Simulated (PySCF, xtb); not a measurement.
CF, SMILES [C]F (connectivity only; charge and spin as stated), charge +1, multiplicity 1.

Harmonic wavenumbers (cm⁻¹) from GFN2-xTB (xtb 6.7.1) at its own minimum, in rising order: 2020.

Question: What does PBE0-D3(BJ)/def2-TZVPD in PySCF 2.14.0 give at its own minimum? (An estimate is asked for; the answer gives what the named calculation found.)

Answer: 1815. Paired by order, the mean absolute difference is 206 cm⁻¹ and the zero-point energies are 2.9 and 2.6 kcal/mol.
